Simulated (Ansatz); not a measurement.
BH6NO2Si can be A, `NB(O)O[SiH3]`, or B, `N[SiH](O)BO`.

Calculated with Ansatz (gas phase, PBE0-D4/def2-TZVP geometries, no zero-point term in ΔE). CCSD(T)/CBS adds triple-zeta CCSD(T) − MP2 to the extrapolated MP2 energy (def2 sets, frozen cores). Functionals use def2-TZVPP. B3LYP here is the variant with VWN-RPA as its local correlation; programs differ in this. Each species was taken in one conformer, which may not be the lowest.

**Question.** Which isomer does CCSD(T)/CBS put lower? Give the gap. (Estimate.)

**Answer.** Ansatz gave: A, by 46.1 kcal/mol.

**Question.** Give E(B) − E(A) in kcal/mol with B3LYP, CCSD(T)/def2-TZVPP, ωB97M-V, CCSD/def2-TZVPP, PBE0-D4, PBE-D4, B3LYP-D4. (An estimate is asked.)

**Answer.** Ansatz gave: B3LYP 47.4, CCSD(T)/def2-TZVPP 46.9, ωB97M-V 47.2, CCSD/def2-TZVPP 47.7, PBE0-D4 45.7, PBE-D4 43.3, B3LYP-D4 47.2. None reverses the order clearly.

Largest T1 diagnostic: 0.013.

In def2-TZVPP, CCSD(T) changes the Hartree–Fock value by −6.5 kcal/mol (the triples alone add −0.8 kcal/mol) and MP2 by −5.9 kcal/mol. From PBE to PBE0 (25 % exact exchange), in def2-TZVPP and without D4, E(B) − E(A) moves by +2.4 kcal/mol.
